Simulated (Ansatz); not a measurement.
**Dissociation curves of SeF (Selenium monofluoride)**

The species is SeF (2 atoms), meant as a doublet with charge 0. SMILES: `F[Se]`. Geometry: a GFN2-xTB relaxation, a rough one for these elements and not checked as a minimum.

```xyz
2

F     0.0000    0.0000    0.0000
Se    0.0000    0.0000    1.8076
```

The F1–Se2 distance is scanned; the parts on either side stay rigid. Basis STO-3G, 10 core orbitals frozen in the correlated methods; program Ansatz 0.2.0. FCI is exact within this basis and core. Energies in eV from each method's value at 1.808 Å; open shells run as named; a dash marks a point that is missing or didn't converge. The shape above is that at 1.808 Å.

```json
{"distance (Å)": "1.808", "UPBE0": "0.00", "U-r2SCAN0": "0.00", "UMP2": "0.00", "UBCCD(T)": "0.00", "UCCSDT": "0.00", "FCI": "0.00"}
{"distance (Å)": "2.260", "UPBE0": "1.88", "U-r2SCAN0": "1.78", "UMP2": "1.14", "UBCCD(T)": "1.03", "UCCSDT": "1.06", "FCI": "1.06"}
{"distance (Å)": "2.711", "UPBE0": "2.95", "U-r2SCAN0": "2.61", "UMP2": "1.28", "UBCCD(T)": "1.71", "UCCSDT": "1.77", "FCI": "1.77"}
{"distance (Å)": "3.615", "UPBE0": "3.20", "U-r2SCAN0": "2.81", "UMP2": "1.30", "UBCCD(T)": "1.85", "UCCSDT": "–", "FCI": "1.91"}
{"distance (Å)": "4.519", "UPBE0": "3.21", "U-r2SCAN0": "2.81", "UMP2": "1.31", "UBCCD(T)": "1.86", "UCCSDT": "1.92", "FCI": "1.92"}
```

Departure from the FCI curve at its largest: UPBE0 +1.29 eV at 4.52 Å; U-r2SCAN0 +0.90 eV at 3.62 Å; UMP2 -0.61 eV at 4.52 Å; UBCCD(T) -0.06 eV at 3.62 Å; UCCSDT within 0.005 eV. For the functionals part of the departure is owed to the small basis.
